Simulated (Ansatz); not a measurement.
Total energies of GeF2Me2 (C2H6F2Ge) from Ansatz at PBE0-D4/def2-TZVP, gas phase (1 Eh = 27.2114 eV = 2625.5 kJ/mol). The reference geometry is relaxed at r2SCAN-D4/def2-SVP.

```xyz
11

Ge   -0.246   -0.512    0.166
F    -0.468   -1.957   -0.780
F    -0.923   -0.929    1.715
C    -1.350    0.868   -0.602
H    -0.989    1.134   -1.606
H    -1.337    1.764    0.034
H    -2.382    0.499   -0.680
C     1.647   -0.250    0.402
H     1.838    0.639    1.020
H     2.140   -0.124   -0.573
H     2.071   -1.132    0.905
```

| state | geometry | energy (Eh) |
| --- | --- | --- |
| charge 0 singlet | reference | -2356.19539 |
| charge 1 doublet | reference | -2355.78736 |
| free Ge atom (triplet) | – | -2076.65516 |
| free F atom (doublet) | – | -99.67617 |
| free C atom (triplet) | – | -37.80537 |
| free H atom (doublet) | – | -0.50104 |

**Question.** Work out the vertical ionisation energy to the doublet.

**Answer.** E(charge 1 doublet) − E(charge 0 singlet) = -2355.78736 − (-2356.19539) = 0.40803 Eh = 11.10 eV. For comparison, −ε of the highest occupied level is 9.00 eV at this level, 2.10 eV less.

**Question.** What is the binding energy per atom against free atoms?

**Answer.** Atoms: 1 × (-2076.65516) + 2 × (-99.67617) + 2 × (-37.80537) + 6 × (-0.50104) = -2354.62448 Eh. Binding: -2354.62448 − (-2356.19539) = 1.57091 Eh = 42.75 eV, or 3.89 eV for each of 11 atoms (no zero-point energy, no counterpoise term).
